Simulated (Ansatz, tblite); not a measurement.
Forces on cis-Ti(H2O)2F4 (TiO2F4H4) at its r2SCAN-D4/def2-SVP geometry. The state is a singlet with charge 0.

The xTB rows come from tblite. No other spin state of charge 0 was run.

GFN1-xTB (tblite), largest force 1.01 eV/Å:

```xyz
11
positions Å, forces eV/Å
F    -0.718    1.895    1.110    0.258   -0.887   -0.319
F    -0.762   -0.634    2.087    0.276    0.433   -0.832
F     1.479    0.300    0.848   -1.005    0.052    0.088
F    -1.666   -0.139   -0.439    0.614    0.279    0.751
O     0.317   -1.735   -0.204   -0.083   -0.338    0.285
O     0.385    1.139   -1.306   -0.047    0.448   -0.009
Ti   -0.298    0.255    0.647   -0.060    0.051    0.130
H    -0.457   -2.315   -0.255    0.177    0.187   -0.022
H     0.957   -2.169    0.378   -0.134    0.157   -0.159
H     1.099    1.771   -1.142   -0.155   -0.206   -0.021
H    -0.336    1.631   -1.724    0.158   -0.175    0.109
```

GFN2-xTB (tblite), largest force 0.82 eV/Å:

```
F 0.180 -0.377 -0.295
F 0.176 0.074 -0.474
F -0.813 -0.008 -0.055
F 0.596 0.192 0.521
O -0.047 -0.069 0.128
O -0.037 0.140 0.051
Ti -0.007 0.006 0.016
H -0.079 0.081 -0.037
H 0.067 0.101 0.033
H 0.059 -0.063 0.085
H -0.094 -0.077 0.028
```

PBE-D4/def2-TZVP (Ansatz), largest force 0.92 eV/Å:

```
F -0.228 0.848 0.265
F -0.249 -0.442 0.764
F 0.853 0.029 0.130
F -0.681 -0.175 -0.500
O 0.116 -0.062 -0.236
O 0.099 -0.118 -0.222
Ti 0.088 -0.076 -0.192
H -0.233 -0.157 -0.055
H 0.223 -0.108 0.148
H 0.238 0.154 0.042
H -0.225 0.107 -0.145
```
